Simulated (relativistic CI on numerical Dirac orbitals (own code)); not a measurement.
## Energy levels of As XIV

These numbers are calculated, not measured: Dirac-Coulomb-Breit CI, separate exchange-only KLI orbitals for each configuration, a model potential for QED, unscaled Slater integrals (own radial code, finite nucleus).

Configurations in the expansion (outside the closed core [Ne]): 3s²3p⁶3d², 3s²3p⁵3d³, 3s3p⁶3d³, 3s²3p⁶3d4s, 3s²3p⁶3d4p, 3s²3p⁶3d4d, 3s²3p⁶4s², 3s²3p⁶3d4f, 3s²3p⁵3d²4s, 3s²3p⁶4s4p, 3s²3p⁶3d5s, 3s²3p⁶4p², 3p⁶3d⁴, 3p⁵3d⁵. Double excitations out of closed p, d and f shells are left out; levels of such configurations are missing from the list, as are those of other unlisted configurations, and high levels can miss mixing partners. These lack a partner that the ground configuration has and come out too high: 3s²3p⁵3d²4s.

The lowest level is 3s²3p⁶3d² ³F2, with 98 % of that term; Hund's rules for 3s²3p⁶3d² give ³F with J = 2, in agreement.

| No. | Configuration | Term | J | E (eV) | % | Next component (%) | Lifetime (s) | jj configuration (%) |
| --- | --- | --- | --- | --- | --- | --- | --- | --- |
| 1 | 3s²3p⁶3d² | ³F | 2 | 0.0000 | 98 | 2 ¹D |  | 3d3/2^2 (79) |
| 2 | 3s²3p⁶3d² | ³F | 3 | 0.7399 | 100 |  | 1.87e-01 | 3d3/2 3d5/2 (100) |
| 3 | 3s²3p⁶3d² | ³F | 4 | 1.5542 | 99 | 1 ¹G | 1.76e-01 | 3d5/2^2 (73) |
| 4 | 3s²3p⁶3d² | ¹D | 2 | 4.5410 | 73 | 25 ³P | 2.85e-02 | 3d3/2 3d5/2 (70) |
| 5 | 3s²3p⁶3d² | ³P | 0 | 4.9269 | 99 | 1 ¹S | 2.27e+00 | 3d3/2^2 (68) |
| 6 | 3s²3p⁶3d² | ³P | 1 | 5.2395 | 100 |  | 4.88e-01 | 3d3/2 3d5/2 (100) |
| 7 | 3s²3p⁶3d² | ³P | 2 | 5.9912 | 75 | 24 ¹D | 3.84e-02 | 3d5/2^2 (88) |
| 8 | 3s²3p⁶3d² | ¹G | 4 | 7.1863 | 99 | 1 ³F | 2.73e-02 | 3d3/2 3d5/2 (73) |
| 9 | 3s²3p⁶3d² | ¹S | 0 | 16.6116 | 99 | 1 ³P | 2.30e-03 | 3d5/2^2 (69) |
| 10 | 3s²3p⁵3d³ | ⁵S° | 2 | 78.7549 | 75 | 16 ⁵D° | 3.13e-07 | 3p3/2^3 3d3/2^2 3d5/2 (47) |
| 11 | 3s²3p⁵3d³ | ⁵D° | 2 | 78.8187 | 54 | 22 ⁵F° | 5.30e-08 | 3p3/2^3 3d3/2^2 3d5/2 (29) |
| 12 | 3s²3p⁵3d³ | ⁵D° | 3 | 78.8799 | 61 | 35 ⁵F° | 1.90e-07 | 3p3/2^3 3d3/2^2 3d5/2 (63) |
| 13 | 3s²3p⁵3d³ | ⁵D° | 1 | 78.9146 | 84 | 15 ⁵F° | 3.70e-08 | 3p3/2^3 3d3/2^3 (31) |
| 14 | 3s²3p⁵3d³ | ⁵D° | 0 | 79.0672 | 99 | 1 ³P° | 7.10e-08 | 3p3/2^3 3d3/2^2 3d5/2 (47) |
| 15 | 3s²3p⁵3d³ | ⁵D° | 4 | 79.2360 | 57 | 38 ⁵F° | 8.72e-08 | 3p3/2^3 3d3/2 3d5/2^2 (66) |
| 16 | 3s²3p⁵3d³ | ⁵F° | 5 | 80.6281 | 80 | 20 ⁵G° | 1.66e-05 | 3p3/2^3 3d3/2 3d5/2^2 (56) |
| 17 | 3s²3p⁵3d³ | ⁵F° | 1 | 81.1153 | 76 | 15 ⁵D° | 2.27e-09 | 3p3/2^3 3d3/2^2 3d5/2 (49) |
| 18 | 3s²3p⁵3d³ | ⁵F° | 4 | 81.2747 | 40 | 37 ⁵D° | 7.35e-09 | 3p3/2^3 3d3/2^2 3d5/2 (42) |
| 19 | 3s²3p⁵3d³ | ⁵F° | 2 | 81.2907 | 55 | 27 ⁵D° | 3.80e-09 | 3p3/2^3 3d3/2^2 3d5/2 (36) |
| 20 | 3s²3p⁵3d³ | ⁵F° | 3 | 81.3829 | 44 | 33 ⁵D° | 5.50e-09 | 3p3/2^3 3d3/2 3d5/2^2 (32) |
| 21 | 3s²3p⁵3d³ | ⁵G° | 6 | 82.6143 | 99 | 1 ³H° | 1.66e-02 | 3p3/2^3 3d3/2 3d5/2^2 (49) |
| 22 | 3s²3p⁵3d³ | ⁵G° | 5 | 83.7447 | 72 | 17 ⁵F° | 6.47e-07 | 3p3/2^3 3d3/2 3d5/2^2 (50) |
| 23 | 3s²3p⁵3d³ | ⁵G° | 4 | 84.3827 | 60 | 22 ³G° | 1.69e-08 | 3p3/2^3 3d3/2^2 3d5/2 (39) |
| 24 | 3s²3p⁵3d³ | ³F° | 2 | 84.3865 | 64 | 24 ⁵G° | 1.09e-08 | 3p3/2^3 3d3/2 3d5/2^2 (53) |
| 25 | 3s²3p⁵3d³ | ⁵G° | 3 | 84.8399 | 59 | 24 ³G° | 2.70e-09 | 3p3/2^3 3d3/2^2 3d5/2 (30) |
| 26 | 3s²3p⁵3d³ | ³F° | 3 | 85.3746 | 63 | 29 ³G° | 1.99e-09 | 3p3/2^3 3d3/2^2 3d5/2 (46) |
| 27 | 3s²3p⁵3d³ | ³P° | 2 | 86.0454 | 59 | 33 ³D° | 5.02e-10 | 3p3/2^3 3d3/2 3d5/2^2 (34) |
| 28 | 3s²3p⁵3d³ | ³F° | 4 | 86.1062 | 53 | 28 ³G° | 3.81e-09 | 3p3/2^3 3d3/2^2 3d5/2 (51) |
| 29 | 3s²3p⁵3d³ | ³D° | 3 | 86.6922 | 89 | 5 ⁵D° | 4.49e-09 | 3p3/2^3 3d3/2 3d5/2^2 (45) |
| 30 | 3s²3p⁵3d³ | ⁵G° | 2 | 86.7117 | 65 | 32 ³F° | 7.30e-10 | 3p1/2 3p3/2^4 3d3/2^2 3d5/2 (28) |
| 31 | 3s²3p⁵3d³ | ³P° | 1 | 86.7740 | 69 | 23 ³D° | 5.96e-10 | 3p3/2^3 3d3/2 3d5/2^2 (42) |
| 32 | 3s²3p⁵3d³ | ³G° | 5 | 87.4118 | 76 | 19 ³H° | 7.93e-10 | 3p3/2^3 3d3/2^2 3d5/2 (47) |
| 33 | 3s²3p⁵3d³ | ³G° | 4 | 87.6151 | 36 | 31 ¹G° | 4.65e-10 | 3p3/2^3 3d3/2 3d5/2^2 (47) |
| 34 | 3s²3p⁵3d³ | ³D° | 2 | 87.8759 | 57 | 31 ³P° | 4.51e-10 | 3p3/2^3 3d3/2^2 3d5/2 (35) |
| 35 | 3s²3p⁵3d³ | ³P° | 0 | 87.9333 | 94 | 6 ¹S° | 6.31e-10 | 3p3/2^3 3d5/2^3 (65) |
| 36 | 3s²3p⁵3d³ | ³G° | 3 | 88.2645 | 50 | 27 ³F° | 2.12e-10 | 3p1/2 3p3/2^4 3d3/2^2 3d5/2 (36) |
| 37 | 3s²3p⁵3d³ | ³H° | 6 | 88.3158 | 84 | 12 ³I° | 1.16e-02 | 3p3/2^3 3d3/2^2 3d5/2 (65) |
| 38 | 3s²3p⁵3d³ | ³D° | 1 | 88.3653 | 64 | 21 ³P° | 8.25e-10 | 3p3/2^3 3d3/2 3d5/2^2 (31) |
| 39 | 3s²3p⁵3d³ | ³I° | 7 | 89.2744 | 100 |  | 2.40e-01 | 3p3/2^3 3d3/2 3d5/2^2 (100) |
| 40 | 3s²3p⁵3d³ | ³H° | 5 | 89.9608 | 71 | 17 ³G° | 2.85e-10 | 3p3/2^3 3d3/2 3d5/2^2 (58) |
| 41 | 3s²3p⁵3d³ | ³F° | 4 | 90.0960 | 44 | 28 ¹G° | 5.19e-10 | 3p3/2^3 3d3/2 3d5/2^2 (46) |
| 42 | 3s²3p⁵3d³ | ³D° | 3 | 90.0962 | 58 | 17 ³F° | 1.73e-10 | 3p3/2^3 3d3/2^3 (37) |
| 43 | 3s²3p⁵3d³ | ³I° | 6 | 90.3218 | 71 | 19 ³H° | 1.86e-02 | 3p3/2^3 3d3/2 3d5/2^2 (51) |
| 44 | 3s²3p⁵3d³ | ³P° | 0 | 90.4063 | 44 | 40 ¹S° | 1.18e-09 | 3p3/2^3 3d3/2^3 (51) |
| 45 | 3s²3p⁵3d³ | ³F° | 4 | 90.6850 | 65 | 16 ³G° | 4.26e-10 | 3p3/2^3 3d3/2 3d5/2^2 (44) |

Energies count from the lowest computed level; ° marks odd parity; lifetimes are radiative, by E1, M1, E2, M2, E3 decay to levels of this space only. Filled j subshells are mostly left out of the jj labels.

The mean weight of the leading LS term, summed over parents, in these 45 levels is 72 %, and that of the leading jj configuration (from the same eigenvectors) 53 %, so LS coupling describes them better.

At this charge energies of transitions that change n are usually good to better than 1 %, and those within a shell (Δn = 0) to a few per cent. Terms inside the open d or f shell come out 10 to 20 % too wide with unscaled integrals.

Landé's interval rule says that E(J) − E(J−1) = AJ with one A. For the ground term the intervals give A = 1989.3, 1641.9 cm⁻¹ for J = 3, 4; the multiplet is regular.

LS names give the leading component of a level, which can be under half, so a name can repeat, a term be missing and a line seem to break the LS rules.
